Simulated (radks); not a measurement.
All-electron atom: the nitrogen ion N4+ in [He] 2s1. All-electron calculation, scalar-relativistic Kohn-Sham, LDA (Slater exchange, VWN5 correlation), spin-polarised, spherical densities, finite nucleus; open shells are filled with parallel spins first; Fermi nuclear charge, rms radius 2.5582 fm. Program: a radial shooting solver on a logarithmic mesh with Libxc functionals.

Unscreened Slater integrals over Kohn-Sham orbitals (hartree). They are taken over the spin-up orbitals.

integral     value
F0(2s,2s)  0.86008
F0(2s,1s)   1.2028
G0(2s,1s)  0.10969
F0(1s,1s)   4.1044
